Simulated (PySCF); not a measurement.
Ionisation energy of Nd¹³⁺ by level of theory

Nd¹³⁺ [Kr] 4d10 5s1 (2S) → Nd¹⁴⁺ [Kr] 4d10 (1S), as a difference of total energies. Calculation: PySCF 2.14, in an even-tempered Gaussian basis (21 s from 0.29 bohr⁻², ratio 2.5; 16 p from 0.38 bohr⁻², ratio 2.5; 10 d from 0.59 bohr⁻², ratio 2.5; 5 f from 3 bohr⁻², ratio 2.7; 4 g from 4.5 bohr⁻², ratio 2.7); scalar relativity by spin-free X2C-1e. The calculations carry no spin-orbit coupling.

```tsv
method	ionisation energy (eV)
UHF	241.01
PW91	244.81
BP86	244.23
```

Breit and QED terms and the two-electron picture change are absent.

For comparison: 243 ± 0.2 eV (semi-empirical (NIST evaluation); NIST Atomic Spectra Database, ionization energies).
